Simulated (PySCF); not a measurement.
NMR data simulated for an unnamed compound:

1H NMR (600 MHz, computed): δ 6.59 (m, 1H), 6.31 (m, 1H), 6.02 (m, 1H), 0.06 (s, 9H).

13C{1H} NMR (computed): δ 150.1 (CH), 139.6 (CH2), -1.5 (CH3).

PySCF 2.14.0 with density-fitted response routines calculation with geometry: PBE0-D3(BJ)/def2-TZVP and B97-2/pcSseg-2 with gauge-including orbitals; no solvent, no relativistic terms, single conformer, rapidly exchanging positions averaged.

Chemical shifts δ = σref − σ; TMS for 1H and 13C, all at this level.

Task: Which of these does the molecule contain: a vinyl group CH=CH2, a ketone, a heteroaromatic ring, a Si–CH3 group, an amide, a non-aromatic C=C double bond?

Result: 
- A vinyl group CH=CH2: yes (δC 139.6, 150.1; δH 6.31 (m), 6.02 (m), 6.59 (m)).
- A ketone: no.
- A heteroaromatic ring: no.
- A Si–CH3 group: yes (δC -1.5; δH 0.06 (s)).
- An amide: no.
- A non-aromatic C=C double bond: yes.

The data belong to `C[Si](C=C)(C)C`, C5H12Si; they needn't prove each group on their own.

Carbon signals by region: 2 in the sp2 and nitrile region (100–160 ppm), 1 below 50 ppm.

Shifts are as computed. Against solution values, carbons near 30 ppm lie about +3 ppm off and those near 130 ppm about +7 ppm. Of 1211 compounds with measured shifts, 218 miss one by over three times the rms of a fit or turn the order of signals round; such compounds aren't used in these exercises. Multiplicities follow the n + 1 count of equivalent neighbours, as no J values were calculated; m marks all less simple cases, F and P coupling included.
